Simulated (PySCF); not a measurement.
2-methoxybut-1-en-3-yne (C₅H₆O), SMILES C#CC(=C)OC.

The structure is a stationary point at B3LYP-D3(BJ)/def2-SVP. One conformer was computed; it need not be the lowest.

Level of theory: TDA-PBE/def2-SVPD in PySCF.

Vertical excitations. The molecule is in vacuum. State labels are in the subgroup Cs.

```json
[
 {"state": "S1", "symmetry": "A\"", "energy (eV)": "4.81", "λ (nm)": "258", "f": "0.000", "main pairs": "HOMO→LUMO+1 100 %"},
 {"state": "S2", "symmetry": "A'", "energy (eV)": "5.17", "λ (nm)": "240", "f": "0.243", "main pairs": "HOMO→LUMO 78 %"},
 {"state": "S3", "symmetry": "A\"", "energy (eV)": "5.55", "λ (nm)": "224", "f": "0.000", "main pairs": "HOMO−1→LUMO 99 %"},
 {"state": "S4", "symmetry": "A\"", "energy (eV)": "5.58", "λ (nm)": "222", "f": "0.004", "main pairs": "HOMO→LUMO+2 100 %"},
 {"state": "S5", "symmetry": "A'", "energy (eV)": "6.02", "λ (nm)": "206", "f": "0.071", "main pairs": "HOMO−2→LUMO 74 %, HOMO−1→LUMO+1 21 %"},
 {"state": "S6", "symmetry": "A\"", "energy (eV)": "6.18", "λ (nm)": "201", "f": "0.000", "main pairs": "HOMO→LUMO+3 99 %"},
 {"state": "S7", "symmetry": "A\"", "energy (eV)": "6.34", "λ (nm)": "196", "f": "0.011", "main pairs": "HOMO→LUMO+4 99 %"},
 {"state": "S8", "symmetry": "A\"", "energy (eV)": "6.59", "λ (nm)": "188", "f": "0.000", "main pairs": "HOMO−3→LUMO 98 %"},
 {"state": "S9", "symmetry": "A\"", "energy (eV)": "6.73", "λ (nm)": "184", "f": "0.000", "main pairs": "HOMO−2→LUMO+1 98 %"},
 {"state": "S10", "symmetry": "A\"", "energy (eV)": "6.94", "λ (nm)": "179", "f": "0.000", "main pairs": "HOMO→LUMO+5 100 %"},
 {"state": "T1", "symmetry": "A'", "energy (eV)": "3.04", "λ (nm)": "407", "f": "0", "main pairs": "HOMO→LUMO 98 %"},
 {"state": "T2", "symmetry": "A\"", "energy (eV)": "4.61", "λ (nm)": "269", "f": "0", "main pairs": "HOMO→LUMO+1 95 %"},
 {"state": "T3", "symmetry": "A'", "energy (eV)": "5.03", "λ (nm)": "246", "f": "0", "main pairs": "HOMO−2→LUMO 84 %"},
 {"state": "T4", "symmetry": "A\"", "energy (eV)": "5.22", "λ (nm)": "238", "f": "0", "main pairs": "HOMO−1→LUMO 90 %"}
]
```
Triplets are in the Tamm–Dancoff approximation.
